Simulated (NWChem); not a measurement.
Molecule: C₂H₄Si; SMILES C#C[SiH3]

```xyz
7

Si     0.0000     0.0000    -1.0542
C      0.0000     0.0000     0.7801
C      0.0000     0.0000     1.9968
H     -1.1464    -0.8139    -1.5524
H     -0.1317     1.3997    -1.5524
H      1.2780    -0.5858    -1.5524
H      0.0000     0.0000     3.0727
```
Atoms are numbered in this order, from 1.

Results from NWChem. Pople sets run with spherical d functions. Structure relaxed at the PBE0/def2-SVP level. Static field.

```json
[
 {"level": "PBE/6-31+G*", "isotropic polarisability (bohr³)": "46.0", "anisotropy (bohr³)": "32.3"},
 {"level": "B3LYP/6-31+G*", "isotropic polarisability (bohr³)": "?", "anisotropy (bohr³)": "?"},
 {"level": "LDA (Slater exchange, VWN5)/6-31+G*", "isotropic polarisability (bohr³)": "46.8", "anisotropy (bohr³)": "32.7"},
 {"level": "Hartree-Fock/6-31+G*", "isotropic polarisability (bohr³)": "41.5", "anisotropy (bohr³)": "27.2"}
]
```

Q: Some entries are withheld; supply them.

A: 
- B3LYP/6-31+G*, isotropic polarisability (bohr³): 44.6
- B3LYP/6-31+G*, anisotropy (bohr³): 30.6
